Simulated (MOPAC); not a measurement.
Job for MOPAC: PM7 on H8Si2 (a complex), monomers drawn apart or pushed together.

```
PM7 1SCF PRECISE CHARGE=0 THREADS=1
H8Si2

Si    -0.16226998 1    -0.03845247 1    -0.10104313 1
H      0.14622033 1     0.30485889 1    -1.50794244 1
H     -0.48199000 1    -1.47965413 1    -0.00114178 1
H     -1.31833862 1     0.76031858 1     0.36213345 1
H      1.01365750 1     0.26415527 1     0.74582010 1
Si     0.12989718 1     0.03255411 1     3.50079470 1
H      1.53389080 1    -0.40902653 1     3.34858698 1
H     -0.74304385 1    -0.79847573 1     2.64097816 1
H      0.00808726 1     1.45086777 1     3.09758738 1
H     -0.28731201 1    -0.11916106 1     4.91336554 1
```

The log:

```
*******************************************************************************
 **                                                                           **
 **                              MOPAC v23.2.5                                **
 **                                                                           **
 *******************************************************************************
 ** MOPAC's Digital Object Identifier: https://doi.org/10.5281/zenodo.6511958 **
 **                                                                           **
 ** Please cite the open-source release paper for use of this MOPAC version:  **
 ** J. E. Moussa and J. J. P. Stewart (2026)                                  **
 ** MOPAC: An open-source semiempirical molecular orbital program             **
 ** J. Open Source Softw., 11(119), 8025, https://doi.org/10.21105/joss.08025 **
 *******************************************************************************

                              PM7 CALCULATION RESULTS

 *******************************************************************************
 *  PM7        - The PM7 Hamiltonian to be used
 *
 *
 *
 *                 CHARGE ON SYSTEM = 0
 *
 *
 *
 *  PRECISE    - TIGHTER CRITERIA TO BE USED
 *  1SCF       - DO 1 SCF AND THEN STOP
 *  THREADS=1  - MULTI-THREADING NOT USED
 *  T=         - A TIME OF 172800.0 SECONDS REQUESTED
 *  DUMP=N     - RESTART FILE WRITTEN EVERY 7200.0 SECONDS REQUESTED
 *******************************************************************************
PM7 1SCF PRECISE CHARGE=0 THREADS=1
 H8Si2

   ATOM   CHEMICAL          X               Y               Z
  NUMBER   SYMBOL      (ANGSTROMS)     (ANGSTROMS)     (ANGSTROMS)

     1      Si         -0.16226998  *  -0.03845247  *  -0.10104313  *
     2       H          0.14622033  *   0.30485889  *  -1.50794244  *
     3       H         -0.48199000  *  -1.47965413  *  -0.00114178  *
     4       H         -1.31833862  *   0.76031858  *   0.36213345  *
     5       H          1.01365750  *   0.26415527  *   0.74582010  *
     6      Si          0.12989718  *   0.03255411  *   3.50079470  *
     7       H          1.53389080  *  -0.40902653  *   3.34858698  *
     8       H         -0.74304385  *  -0.79847573  *   2.64097816  *
     9       H          0.00808726  *   1.45086777  *   3.09758738  *
    10       H         -0.28731201  *  -0.11916106  *   4.91336554  *



          CARTESIAN COORDINATES

    NO.       ATOM           X           Y           Z

     1        Si         -0.1623     -0.0385     -0.1010
     2         H          0.1462      0.3049     -1.5079
     3         H         -0.4820     -1.4797     -0.0011
     4         H         -1.3183      0.7603      0.3621
     5         H          1.0137      0.2642      0.7458
     6        Si          0.1299      0.0326      3.5008
     7         H          1.5339     -0.4090      3.3486
     8         H         -0.7430     -0.7985      2.6410
     9         H          0.0081      1.4509      3.0976
    10         H         -0.2873     -0.1192      4.9134

 General Reference for PM7:
 "Optimization of Parameters for Semiempirical Methods VI: More Modifications to the
 NDDO Approximations and Re-optimization of Parameters", J. J. P. Stewart, J. Mol. Mod., 1:32, 19 (2013)
 https://link.springer.com/article/10.1007/s00894-012-1667-x

           Empirical Formula: H8 Si2  =    10 atoms



      MOLECULAR POINT GROUP   :   C2


      RHF CALCULATION, NO. OF DOUBLY OCCUPIED LEVELS = 8


 -------------------------------------------------------------------------------
 PM7 1SCF PRECISE CHARGE=0 THREADS=1
 H8Si2



     1SCF WAS SPECIFIED, SO BFGS WAS NOT USED
     SCF FIELD WAS ACHIEVED


                              PM7 CALCULATION
                                                       MOPAC v23.2.5 Linux




          FINAL HEAT OF FORMATION =         35.29555 KCAL/MOL =     147.67659 KJ/MOL


          COSMO AREA              =        135.76 SQUARE ANGSTROMS
          COSMO VOLUME            =        128.61 CUBIC ANGSTROMS

          IONIZATION POTENTIAL    =         12.117232 EV
          HOMO LUMO ENERGIES (EV) =        -12.117  2.249
          NO. OF FILLED LEVELS    =          8
          MOLECULAR WEIGHT        =         64.2342         POINT GROUP:  C2

          MOLECULAR DIMENSIONS (Angstroms)

            Atom       Atom       Distance
            H    10    H     2     6.44988
            H     9    H     3     3.20219
            H     7    H     4     3.18802


          SCF CALCULATIONS        =          1





   ATOM   CHEMICAL          X               Y               Z
  NUMBER   SYMBOL      (ANGSTROMS)     (ANGSTROMS)     (ANGSTROMS)

     1      Si         -0.16226998  *  -0.03845247  *  -0.10104313  *
     2       H          0.14622033  *   0.30485889  *  -1.50794244  *
     3       H         -0.48199000  *  -1.47965413  *  -0.00114178  *
     4       H         -1.31833862  *   0.76031858  *   0.36213345  *
     5       H          1.01365750  *   0.26415527  *   0.74582010  *
     6      Si          0.12989718  *   0.03255411  *   3.50079470  *
     7       H          1.53389080  *  -0.40902653  *   3.34858698  *
     8       H         -0.74304385  *  -0.79847573  *   2.64097816  *
     9       H          0.00808726  *   1.45086777  *   3.09758738  *
    10       H         -0.28731201  *  -0.11916106  *   4.91336554  *

                             CARTESIAN COORDINATES

   1   Si       -0.162269980    -0.038452470    -0.101043130
   2    H        0.146220330     0.304858890    -1.507942440
   3    H       -0.481990000    -1.479654130    -0.001141780
   4    H       -1.318338620     0.760318580     0.362133450
   5    H        1.013657500     0.264155270     0.745820100
   6   Si        0.129897180     0.032554110     3.500794700
   7    H        1.533890800    -0.409026530     3.348586980
   8    H       -0.743043850    -0.798475730     2.640978160
   9    H        0.008087260     1.450867770     3.097587380
  10    H       -0.287312010    -0.119161060     4.913365540


           Empirical Formula: H8 Si2  =    10 atoms



      MOLECULAR POINT GROUP   :   C2


                  EIGENVALUES
 -19.93145 -17.51839 -12.75752 -12.75648 -12.63758 -12.34845 -12.22355 -12.11723
   2.24907   2.31750   2.46546   2.50313   2.65360   2.66843   8.11918   8.14549
  19.83698  20.17486  20.36428  20.89478  20.95232  21.14868  21.37750  21.40159
  21.67664  22.02419


              NET ATOMIC CHARGES AND DIPOLE CONTRIBUTIONS

  ATOM NO.   TYPE          CHARGE      No. of ELECS.   s-Pop       p-Pop       d-Pop
    1         Si          -0.023832        4.0238     0.93249     2.98983     0.10151
    2          H           0.007651        0.9923     0.99235
    3          H           0.005598        0.9944     0.99440
    4          H           0.005415        0.9946     0.99459
    5          H           0.005190        0.9948     0.99481
    6         Si          -0.023847        4.0238     0.93249     2.98983     0.10152
    7          H           0.005586        0.9944     0.99441
    8          H           0.005189        0.9948     0.99481
    9          H           0.005398        0.9946     0.99460
   10          H           0.007653        0.9923     0.99235
 DIPOLE           X         Y         Z       TOTAL
 POINT-CHG.    -0.001     0.001    -0.000     0.001
 HYBRID         0.003    -0.003    -0.000     0.004
 SUM            0.002    -0.003    -0.001     0.003


          ATOMIC ORBITAL ELECTRON POPULATIONS

     Atom    s        px        py        pz      x^2-y^2     xz        z^2       yz        xy
    1 Si   0.93249   0.99470   0.99870   0.99643   0.02214   0.02229   0.03171   0.00777   0.01760
    2  H   0.99235
    3  H   0.99440
    4  H   0.99459
    5  H   0.99481
    6 Si   0.93249   0.99698   0.99648   0.99637   0.02623   0.01540   0.03264   0.01346   0.01380
    7  H   0.99441
    8  H   0.99481
    9  H   0.99460
   10  H   0.99235

 **********************
 *                    *
 * JOB ENDED NORMALLY *
 *                    *
 **********************




 == MOPAC DONE ==
```

The run finished.

Cost: about 0.05 core-seconds (a rough figure).
